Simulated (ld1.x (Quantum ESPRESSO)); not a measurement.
Before and after: RRKJ potential for Ni (Z = 28)

Ni (Z = 28), norm-conserving RRKJ (Kleinman–Bylander form), made with ld1.x (Quantum ESPRESSO) 7.5 (Wu–Cohen, scalar-relativistic). Core [Ne] 3s2, reference 3p6 3d8.5 4s1.5 4p0. Waves: 4s (bound): rc 2.10 bohr; 3p (bound): rc 0.95 bohr; 3d (bound): rc 1.25 bohr. Local part: all-electron potential smoothed inside 0.75 bohr (lloc = -1). Core correction: none. rho0 = 0.005.

Change: local potential all-electron potential smoothed inside 2.46 bohr (lloc = -1).

Cutoffs: the cutoffs (Ry, on a coarse ladder) from which the occupation-weighted sum of valence levels, in a spherical-Bessel basis at the reference potential, stays within 10 and 1 mRy of its value at 400 Ry; they do not see the model core or the augmentation charge, which bear on the density cutoff. Errors are all-electron minus pseudo energies relative to the spin-unpolarised reference configuration.

Question: What does the change do?

Answer: The potential gets neither clearly harder nor softer (160 Ry and 230 Ry → 160 Ry and 230 Ry); the bound ghost in s disappears; of the 7 tests that both files solve, the error grows in 7 and shrinks in 0 by more than 15 % and 0.3 meV (median size 13.0 → 74.0 meV). In the separable form a ghost depends on how the local part lies against the semilocal potential of the channel, so the choice of the local part can create or remove one. The local part now departs from the all-electron potential out to 2.46 bohr, far beyond the p radius of 0.95 bohr, and whatever the projectors do not describe feels it: the likely cause.

```tsv
quantity	base	changed
cutoff, loose	160 Ry	160 Ry
cutoff, tight	230 Ry	230 Ry
loose cutoff by channel (10 mRy a level)	s 18 Ry, p 70 Ry, d 100 Ry	s 10 Ry, p 80 Ry, d 100 Ry
bound ghosts	s	none
error for 3p6 3d8 4s2 4p0, meV [ΔE 1.18 eV]	-11	-34
error for 3p6 3d8 4s1 4p0, meV [ΔE 10.54 eV]	+5.4	-17
error for 3p6 3d8 4s0 4p0, meV [ΔE 27.79 eV]	+0.9	-26
error for 3p6 3d9 4s0 4p0, meV [ΔE 7.44 eV]	-42	-74
error for 3p5 3d8 4s2 4p0, meV [ΔE 80.64 eV]	-251	-664
error for 3p6 3d7 4s2 4p1, meV [ΔE 11.78 eV]	-13	-988
error for 3p6 3d8 4s0 4p1, meV [ΔE 16.29 eV]	+24	-853
```

 A true bound ghost makes a file unfit for plane-wave use even where its test errors are small: the radial tests pick states by their node count and pass the ghost by.
